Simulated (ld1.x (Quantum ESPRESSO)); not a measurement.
# Which change was made? (Er, TM)

| Property | Result |
| --- | --- |
| Element | erbium (Er) |
| Generator | ld1.x (Quantum ESPRESSO) 7.5 |
| Type | norm-conserving Troullier–Martins (Kleinman–Bylander form) |
| Functional | revPBE |
| Relativity | scalar-relativistic |
| Frozen core | [Kr] 4d10 4f11 |
| Valence charge | 11 |
| Reference configuration | 5s2 5p6 5d1 6s2 6p0 |
| Partial waves | 5p (bound): rc 1.80 bohr; 5d (bound): rc 2.65 bohr; 5s (bound): rc 2.05 bohr |
| Local potential | the s channel |
| Core correction | none |

Occupied shells without a wave of their own: 6s. They enter only through the test configuration that unscreens the potential.

Cutoffs, loose and tight: the cutoffs (Ry, on a coarse ladder) from which the occupation-weighted sum of valence levels, in a spherical-Bessel basis at the reference potential, stays within 10 and 1 mRy of its value at 400 Ry. They do not see the model core or the augmentation charge, which bear on the density cutoff. Test errors are all-electron minus pseudo excitation energies from the reference, over the configurations 5s2 5p6 5d1 6s1 6p0; 5s2 5p6 5d1 6s0 6p0; 5s2 5p6 5d0 6s0 6p0; 5s2 5p6 5d0 6s2 6p0; 5s2 5p6 5d1 6s0 6p2; 5s2 5p6 5d2 6s0 6p0; 5s2 5p6 5d1.5 6s1.5 6p0; variants that change the core or the reference have their own tests.

The base gives: outcome: generated, misses its reference levels by 1.27 eV; cutoff, loose: 40 Ry; cutoff, tight: 70 Ry; bound ghosts: none; largest test error (meV): -6054.

(1) After one change the result is: outcome: generated, misses its reference levels by 1.27 eV; cutoff, loose: 25 Ry; cutoff, tight: 50 Ry; bound ghosts: none; largest test error (meV): -6051. Which change was it?
A. wave 5p (bound): rc 1.80 bohr becomes 5p (bound): rc 2.70 bohr
B. wave 5p (bound): rc 1.80 bohr becomes 5p (bound): rc 1.40 bohr
C. wave 5p (bound): rc 1.80 bohr becomes 5p (bound): rc 2.06 bohr

Results:

(1) A. The others give: wave 5p (bound): rc 1.80 bohr becomes 5p (bound): rc 1.40 bohr → outcome: generated, misses its reference levels by 1.27 eV; cutoff, loose: 80 Ry; cutoff, tight: 100 Ry; bound ghosts: none; largest test error (meV): -6053 | wave 5p (bound): rc 1.80 bohr becomes 5p (bound): rc 2.06 bohr → outcome: generated, misses its reference levels by 1.27 eV; cutoff, loose: 30 Ry; cutoff, tight: 50 Ry; bound ghosts: none; largest test error (meV): -6053.
